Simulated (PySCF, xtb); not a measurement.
ZnI, SMILES [Zn+][I], charge +1.

GFN2-xTB (xtb 6.7.1) at its own geometry gives an orbital gap of 1.76 eV.

Coordinates come from a r2SCAN-D4/def2-TZVP optimisation. The spin state was assumed, not searched. The def2 effective core potentials stand for the cores of I; spin–orbit coupling is left out.

What does PySCF with B3LYP/def2-TZVPD give? (Estimate from the structure and the level; the computed values follow.)

gap 2.49 eV (levels -13.11 and -10.62 eV).
